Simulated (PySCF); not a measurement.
**Correlation energy of Cu(2+) (copper, charge +2)**

[Ar] 3d8 4p1, one real determinant (an excited configuration). All numbers are calculated (PySCF 2.14, the non-relativistic Hamiltonian (point nucleus), in def2-QZVPPD). Frozen: [Ar]; 9 electrons correlated.

MP2 pair energies summed by pair of shells (mhartree):

```csv
pair,energy,share (%)
3d-3d,-240.34,93.2
3d-4p,-17.64,6.8
```

Total MP2 correlation energy: -257.98 mhartree.

Same-spin part -100.44 and opposite-spin part -157.55 mhartree; SCS-MP2 scales them by 1/3 and 6/5 to -222.53 mhartree.

The reference is one real determinant that mixes LS terms of this configuration.
